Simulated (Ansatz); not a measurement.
GeH₅O₂Si, SMILES `O[SiH][GeH2][OH]` radical at its PBE0-D4/def2-TZVP geometry, where that method's forces vanish. The species carries charge 0 and has multiplicity 2.

```tsv
atom	x (Å)	y (Å)	z (Å)
O1	1.269	0.922	-1.438
Si2	-0.376	0.779	-1.426
Ge3	-0.770	-0.464	0.580
O4	0.763	0.104	1.353
H5	1.646	0.893	-0.549
H6	-0.784	0.123	-2.702
H7	-0.739	-2.011	0.528
H8	-1.965	-0.037	1.458
H9	0.957	-0.309	2.196
```

Q: For each bond, give half the difference of the two atoms' forces along it (eV/Å; positive pushes the atoms apart) under PBE-D4, r2SCAN-D4, B3LYP-D4, ωB97M-V in def2-TZVPP. (Estimate.)

A: Computed: 
```tsv
bond	length (Å)	PBE-D4	r2SCAN-D4	B3LYP-D4	ωB97M-V
O1–Si2	1.651	0.44	0.09	0.16	0.13
O1–H5	0.967	0.36	-0.01	-0.03	-0.07
Si2–Ge3	2.393	-0.06	-0.02	0.12	0.03
Si2–H6	1.492	0.09	-0.02	-0.12	-0.13
Ge3–O4	1.808	0.38	0.09	0.28	0.12
Ge3–H7	1.548	0.05	-0.03	-0.05	-0.11
Ge3–H8	1.543	0.04	-0.05	-0.06	-0.09
O4–H9	0.959	0.37	0.05	-0.05	-0.06
```

B3LYP here is the variant with VWN-RPA as its local correlation; programs differ in this.
